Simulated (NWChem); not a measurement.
Species: AlH4 anion; SMILES [AlH4-]

Computed with NWChem. Pople sets run with spherical d functions. Sets without diffuse functions describe the anion's extra electron poorly. The level has its own optimisation; frequencies are unscaled.

Problem. Predict the results for Hartree-Fock/6-31G*. Quantities: r Al–H (Å); highest harmonic frequency (cm⁻¹); lowest (cm⁻¹); zero-point energy (kcal/mol).

Solution. 
```
Property                           Value
---------------------------------  -----
r Al–H (Å)                         1.651
highest harmonic frequency (cm⁻¹)   1801
lowest (cm⁻¹)                        814
zero-point energy (kcal/mol)        15.8
```
